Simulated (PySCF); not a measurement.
## Polarisability and C₆ of Pt (platinum, neutral)

[Xe] 4f14 5d9 6s1, high-spin 3D determinant. Calculation: PySCF 2.14, in aug-cc-pVQZ-PP with ECP60MDF (7s7p6d4f3g2h, 135 functions); scalar relativity through the core potential. Coupled (time-dependent) response in atomic units; α is the mean over directions.

```json
{"method": "PBE0", "mean α (bohr³)": "40.61", "α xx, yy, zz": "40.13, 40.13, 41.58", "C₆ (like pair)": "388.3", "S(−4)": "737.9"}
```

S(−4) is the Cauchy moment in α(ω) = α(0) + S(−4) ω² + …

Reference α: 48 ± 4 bohr³ (recommended; Schwerdtfeger and Nagle, table of static dipole polarizabilities (2023 update)). Published C₆: 470.0 (Gould and Bucko (2016)).

Spin-orbit coupling is absent.

α(iu) at PBE0:

| u (hartree) | α(iu) (bohr³) |
| --- | --- |
| 0 | 40.61 |
| 0.0500 | 38.88 |
| 0.100 | 34.76 |
| 0.200 | 25.86 |
| 0.300 | 19.58 |
| 0.500 | 12.72 |
| 0.750 | 8.580 |
| 1.00 | 6.306 |
| 1.50 | 3.894 |
| 2.00 | 2.659 |
| 3.00 | 1.464 |
| 5.00 | 0.6287 |

A single London oscillator, α(iu) = α/(1 + u²/ω²), gives C₆ = (3/4) ω α². Matching the computed C₆ needs ω = 4 × 388.3 / (3 × 40.61²) = 0.314 hartree.

The components differ because the open shell of this determinant is not spherical; for a pure term their mean is the scalar polarisability.

Energies and moments cover only the electrons outside the core potential. Spin-orbit coupling, absent here, splits the open shell strongly.
